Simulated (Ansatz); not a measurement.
`O[SiH2][CH2][GeH3]` → `[CH2]` (triplet) + `O[SiH2][GeH3]` at 500 K and 1 bar (formal loss of a carbene).

Isolated molecules relaxed with PBE0-D4/def2-TZVP in Ansatz; ΔE leaves out vibrations. CBS: MP2 limit from def2 TZ/QZ plus the TZ coupled-cluster correction, frozen cores. This one scheme is used for every species. Triplets are unrestricted, without spin–orbit coupling. For Ge outer-core shells are correlated without core-valence functions, which leaves a few kJ/mol of doubt a bond. Scalar relativity is left out up to krypton. Each species was taken in one conformer, which may not be the lowest.

```csv
species,CCSD(T)/CBS energy (Eh),H − E (kJ/mol),S (J/(mol·K))
`O[SiH2][CH2][GeH3]`,-2483.27897,266.2,441.7
`[CH2]` (triplet),-39.09499,62.7,213.9
`O[SiH2][GeH3]`,-2444.00682,185.2,394.0
```

H − E and S are ideal-gas, rigid-rotor, harmonic terms from PBE0-D4/def2-TZVP, for one conformer and one mirror image of each species, with the whole ground term of open shells counted as degenerate. 1 Eh = 2625.50 kJ/mol, R = 8.31446 J/(mol·K).

Q: By hand: ΔE, ΔH, ΔS and ΔG.

A: ΔE = (-39.09499) + (-2444.00682) − (-2483.27897) = 0.17716 Eh = 465.1 kJ/mol. Δ(H − E) = 62.7 + 185.2 − 266.2 = -18.3, so ΔH = 446.8 kJ/mol. ΔS = 213.9 + 394.0 − 441.7 = 166.2 J/(mol·K). ΔG = 446.8 − 500 × (166.2)/1000 = 363.7 kJ/mol.

Q: By hand: the equilibrium constant, and the temperature at which ΔG would vanish if ΔH and ΔS stayed fixed.

A: log₁₀ K = −ΔG/(RT ln 10) = -38.0. ΔG = 0 at ΔH/ΔS = 2688 K, far beyond where these terms or the molecules hold.

The number of gas molecules changes by +1, which sets the sign of ΔS. A doubt of 5 kJ/mol in ΔE shifts log₁₀ K by 0.5 here. Other conformers and mirror images would add mixing entropy, several J/(mol·K) or more a flexible species. Modes under 60 cm⁻¹, often nearly free rotors, make the harmonic entropy too high. A triplet takes part, so the spin changes. These are equilibria of isolated gas molecules and say nothing of rates. Largest T1 diagnostic: 0.012 (customary marks: 0.02 for closed shells, 0.045 for open ones).
